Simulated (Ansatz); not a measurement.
Several settings on one geometry of In(OH)3 (InO₃H₃) (that of the charge 0 singlet, r2SCAN-D4/def2-SVP). Ansatz on 2 threads of Arm Neoverse V2 on a shared host; times are rough.

```xyz
7

In    0.0004    0.0000    0.0000
O     1.9073    0.3502    0.4778
H     2.4272   -0.4618    0.3877
O    -1.3383    1.4793    0.0836
H    -0.9105    2.2991    0.3708
O    -0.5689   -1.8297   -0.5615
H    -1.5170   -1.8371   -0.7585
```

Totals from different functionals, basis sets or treatments of relativity can't be compared as stabilities.

In the def2 sets In takes a core potential; there is no spin–orbit coupling. B3LYP takes the VWN-RPA correlation.

The spins typed aren't always the lowest for that charge.

Problem. Give the basis size and estimate the energy, ⟨S²⟩ and time of these runs.

```
run                      method  charge    state                                                                                            further keys
  1  RKS B3LYP-D3(BJ)/def2-TZVP       0  singlet  fitting: {mean_field: def2-universal-jkfit}; scf: {omitted_lower_state_checks: [starts]}; forces asked
  2      RKS r2SCANh/def2-TZVPP       0  singlet                                                 nuclear_model: gaussian; scf: {lower_state_search: off}
  3     ROKS B3LYP-D4/def2-TZVP      -1  doublet                      nuclear_model: gaussian; scf: {omitted_lower_state_checks: [starts]}; forces asked
  4      ROKS ωB97X-V/def2-SVPD       1  doublet                                               scf: {omitted_lower_state_checks: [starts]}; forces asked
```

Solution. 
```
run  functions  energy (Eh)  ⟨S²⟩  wall time
  1        161    -417.8355     –        2 s
  2        185    -417.6971     –      2.8 s
  3        161    -417.8489     –      5.5 s
  4        125    -416.9695     –       39 s
```

The highest occupied level of an anion often lies above zero with these methods, and sets without diffuse functions describe the outer electron poorly.
